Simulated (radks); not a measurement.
Task: Charge is removed step by step from the 4s level of Nb2+, starting from [Kr] 4d3. Calculated with a radial shooting solver on a logarithmic mesh with Libxc functionals: scalar-relativistic Kohn-Sham, PBE, spin-unpolarised, spherical densities, finite nucleus; Fermi nuclear charge, rms radius 4.324 fm. At the starting occupation the eigenvalue is -75.892 eV. Estimate the energy to remove one whole electron from this level, the eigenvalue at the end, and how far E(n) bends from a straight line.

Result: Delta-SCF 83.554 eV; final eigenvalue -91.497 eV; the deviation from the straight line is -1.952 eV at 0.5 electron removed, the largest on the grid computed. Slater's transition state (half an electron removed) gives 83.512 eV. Integrating minus the eigenvalue over the occupation (Janak's theorem) gives 83.573 eV. In this scalar-relativistic scheme the density is built from large components alone, so the theorem holds only approximately. The mean slope of the eigenvalue, de/dn, is 15.6 eV per electron.
